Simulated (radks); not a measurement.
Problem. The potassium anion K-, [Ar] 4s2, held by a Watson sphere: a shell of charge +1 at radius R that stands for the Madelung well of a crystal (potential energy -1/R inside, -1/r outside, in hartree with lengths in bohr). All-electron calculation, non-relativistic Kohn-Sham, r2SCAN, spin-unpolarised, spherical densities, point nucleus; meta-GGA in the generalised Kohn-Sham scheme. Program: a radial shooting solver on a logarithmic mesh with Libxc functionals.

| R (bohr) | e(3s) (eV) | e(3p) (eV) | e(4s) (eV) | <r> 4s (bohr) | sum of <r^2> (bohr^2) | X-ray form factor at sin(theta)/lambda = 0.1 1/angstrom |
|---|---|---|---|---|---|---|
| 2.22 | -40.168 | -23.193 | -3.661 | 4.276 | 61.31 | 17.039 |
| 2.26 | -40.021 | -23.053 | -3.659 | 4.280 | 61.41 | 17.035 |
| 3.66 | -36.970 | -20.035 | -3.415 | 4.611 | 68.08 | 16.901 |
| 4.11 | -36.550 | -19.607 | -3.285 | 4.765 | 71.25 | 16.857 |
| 4.26 | -36.442 | -19.496 | -3.240 | 4.818 | 72.36 | 16.843 |
| 4.32 | -36.402 | -19.455 | -3.222 | 4.839 | 72.82 | 16.837 |
| 4.4 | -36.351 | -19.404 | -3.197 | 4.867 | 73.42 | 16.830 |
| 4.95 | -36.077 | -19.121 | -3.029 | 5.060 | 77.71 | 16.787 |

Estimate the row for R = 5.02 bohr.

Solution. e(3s) (eV) -36.049; e(3p) (eV) -19.093; e(4s) (eV) -3.007; <r> 4s (bohr) 5.084; sum of <r^2> (bohr^2) 78.26; X-ray form factor at sin(theta)/lambda = 0.1 1/angstrom 16.782.
